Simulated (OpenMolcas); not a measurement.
A run on Ir3+ among 4 point charges of -1.25 e arranged as a tetrahedron (Td), 1.99 Å from the ion.

```
Program             : OpenMolcas
Method              : CASSCF
Basis               : ANO-RCC-VTZP [8s7p5d3f1g]
Scalar Hamiltonian  : DKH2, point nucleus
Active space        : 6 electrons in 5 orbitals (5d)
State averaging     : 2S+1 = 5 even, 5 roots; 2S+1 = 3 even, 45 roots; 2S+1 = 1 even, 50 roots
Spin-orbit coupling : state interaction with AMFI integrals over the reference wave functions
```

84 basis functions. Blocks (2S+1, parity, CSFs, roots kept): 5, even, 5, 5; 3, even, 45, 45; 1, even, 50, 50.

Q: How long do the RASSCF and RASSI steps take on 1 thread of Arm Neoverse V2, on a shared host?

A: About 27 s of wall time, without the integral step.
